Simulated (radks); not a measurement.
Results of a calculation; reference values are marked as such.
Polarisability of the carbon ion C4+, [He], at imaginary frequency. Code: a radial shooting solver on a logarithmic mesh with Libxc functionals. Model: scalar-relativistic Kohn-Sham, LB94 model potential, spin-polarised, spherical densities, finite nucleus; Fermi nuclear charge, rms radius 2.4702 fm. Response by self-consistent Sternheimer equations with the Hartree and adiabatic LDA kernel, the relativistic mass of each level held fixed and spin-orbit coupling left out.

| w (hartree) | alpha1(iw) (bohr^3) | alpha2(iw) (bohr^5) |
|---|---|---|
| 0.00266 | 0.009177 | 0.001088 |
| 0.0143 | 0.009177 | 0.001088 |
| 0.0360 | 0.009177 | 0.001088 |
| 0.0697 | 0.009177 | 0.001088 |
| 0.118 | 0.009177 | 0.001088 |
| 0.186 | 0.009175 | 0.001088 |
| 0.280 | 0.009173 | 0.001088 |
| 0.413 | 0.009167 | 0.001088 |
| 0.605 | 0.009156 | 0.001087 |
| 0.892 | 0.009131 | 0.001085 |
| 1.35 | 0.009073 | 0.001081 |
| 2.12 | 0.008924 | 0.001070 |
| 3.59 | 0.008489 | 0.001037 |
| 6.94 | 0.007075 | 0.0009216 |
| 17.5 | 0.003345 | 0.0005261 |

Static values: alpha1 = 0.009177 bohr^3 (0.001360 angstrom^3; uncoupled 0.009517), alpha2 = 0.001088 bohr^5, alpha3 = 0.0003256 bohr^7. C6 = 0.0008321, C8 = 0.0005571, triple-dipole C9 = 5.625e-06 atomic units. One-pole (London) frequency 4 C6 / (3 alpha1^2) = 13.173 hartree, against 14.043 for minus the highest occupied eigenvalue.
